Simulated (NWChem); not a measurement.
Species: Si$_{4}$H$_{9}$, doublet; SMILES [SiH3][Si]([SiH3])[SiH3]

```xyz
13

Si     0.4545     2.2402     0.0778
Si     0.0000     0.0000    -0.3950
Si     1.7129    -1.5137     0.0778
Si    -2.1673    -0.7265     0.0778
H      1.7728     2.6206    -0.5168
H      0.5103     2.4940     1.5534
H     -0.6159     3.1038    -0.5096
H      2.9959    -1.0185    -0.5096
H      1.3831    -2.8456    -0.5168
H      1.9047    -1.6890     1.5534
H     -2.4150    -0.8051     1.5534
H     -2.3800    -2.0852    -0.5096
H     -3.1559     0.2250    -0.5168
```
Atoms are numbered in this order, from 1.

Level: PBE0/def2-SVP, spin-unrestricted (NWChem), optimised geometry, unscaled harmonic frequencies. In the optimisation the excess spin sits in a (C3, its own frame).

| frequency (cm⁻¹) | IR intensity (km/mol) |
|---|---|
| 70 | 0.0 |
| 70 | 0.0 |
| 73 | 0.0 |
| 74 | 0.1 |
| 88 | 1.8 |
| 88 | 1.8 |
| 321 | 0.0 |
| 463 | 0.6 |
| 463 | 0.6 |
| 471 | 0.0 |
| 485 | 5.6 |
| 485 | 5.6 |
| 538 | 31.5 |
| 579 | 0.2 |
| 579 | 0.2 |
| 849 | 498.7 |
| 849 | 498.7 |
| 897 | 8.0 |
| 925 | 0.3 |
| 925 | 0.3 |
| 930 | 0.0 |
| 931 | 97.3 |
| 935 | 48.7 |
| 935 | 48.8 |
| 2205 | 51.3 |
| 2205 | 51.3 |
| 2210 | 132.5 |
| 2224 | 51.9 |
| 2224 | 51.9 |
| 2227 | 83.9 |
| 2232 | 0.0 |
| 2234 | 124.5 |
| 2234 | 124.6 |

```
Property                                                                           Result
-----------------------------------------------------------------------  ----------------
zero-point energy                                                           47.2 kcal/mol
thermal correction to the enthalpy at 298.15 K (with zero-point energy)     54.1 kcal/mol
heat capacity Cv                                                         33.7 cal/(mol K)
dipole moment                                                                      0.10 D
```

Rigid rotor and harmonic oscillator; modes under 100 cm⁻¹ make the entropy uncertain.
